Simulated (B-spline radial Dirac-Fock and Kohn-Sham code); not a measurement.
# Binding energies of Bi⁴⁰⁺ at several levels of theory

System: bismuth as Bi⁴⁰⁺ in the configuration 1s2 2s2 2p6 3s2 3p6 3d10 4s2 4p6 4d7.

The density-functional columns are spherical, spin-unpolarised Dirac-Kohn-Sham results without Breit or QED terms: −ε is minus the orbital energy of the initial state and ΔSCF the difference of two total energies. The reference in the last column comes from Dirac-Fock energy differences between relaxed states, corrected for Breit and QED terms. All numbers are from a radial finite-basis atomic code, in eV; a selection of levels is shown. For the 1s level of heavy atoms much of the gap between ΔSCF and the reference is the Breit and QED part, -516.4 eV here; for other levels the error of the functional can be larger.

```tsv
level	LDA −ε	LDA ΔSCF	Dirac-Fock
K (1s)	92141.5	92825.0	92319.3
L1 (2s)	17992.9	18144.3	18196.0
L2 (2p1/2)	17368.6	17556.8	17513.4
L3 (2p3/2)	15052.1	15211.5	15220.9
M1 (3s)	5652.8	5714.4	5772.6
M2 (3p1/2)	5372.6	5437.7	5470.9
M3 (3p3/2)	4844.7	4904.4	4941.5
M5 (3d5/2)	4274.3	4340.9	4347.5
N1 (4s)	2452.2	2484.6	2508.2
N2 (4p1/2)	2329.4	2362.1	2371.3
N3 (4p3/2)	2167.8	2198.6	2210.4
N4,5 (4d)	1950.8	1982.1	1979.5
```

Values without a named source are computed, but for edge energies of neutral atoms, which are taken from tables.
